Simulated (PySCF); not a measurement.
Molecule (SMILES): O=BF.
Geometry (B3LYP-D3(BJ)/def2-TZVP, fixed):
```xyz
3

F      0.0000     0.0000    -1.1989
B      0.0000     0.0000     0.0871
O      0.0000     0.0000     1.2943
```

Basis-set convergence of the isotropic shielding of O3 at PBE with PySCF. GIAO, no density fitting; atoms are numbered in the order shown. All functions are spherical. No added dispersion term, no relativity. Reference: the value in pcseg-3, 192.36 ppm, itself unsure by roughly 2.51 ppm (its distance from pcSseg-2). Deviations are taken from unrounded values. Cost is core time over that of cc-pVTZ, rough, on shared machines of one kind; a dash marks a row that isn't timed (too short, read off another run, short of memory, by another algorithm or on other hardware).

| basis | functions | cost |
|---|---|---|
| cc-pVDZ | 42 | - |
| aug-cc-pVDZ | 69 | 0.4× |
| cc-pVTZ | 90 | 1× |
| jun-cc-pV(T+d)Z | 117 | 2× |
| aug-cc-pVTZ | 138 | 2× |
| cc-pVQZ | 165 | 6× |

Which is the smallest correlation-consistent set listed that can be trusted to 10 ppm here, that is, within that of the reference together with its larger relatives (same family, alike in diffuse functions; a set with none to test it counts only in the reference's own line)?

The smallest set listed that lies within 10 ppm of the reference with all its larger relatives (same family, alike in diffuse functions; a set with none counts only in the reference's own line) is cc-pVTZ (90 functions, 1× in cost, 0.46 ppm off). Value minus reference: cc-pVDZ 14.13, aug-cc-pVDZ 17.59, cc-pVTZ 0.46, jun-cc-pV(T+d)Z 6.20, aug-cc-pVTZ 6.06, cc-pVQZ 1.72 ppm.
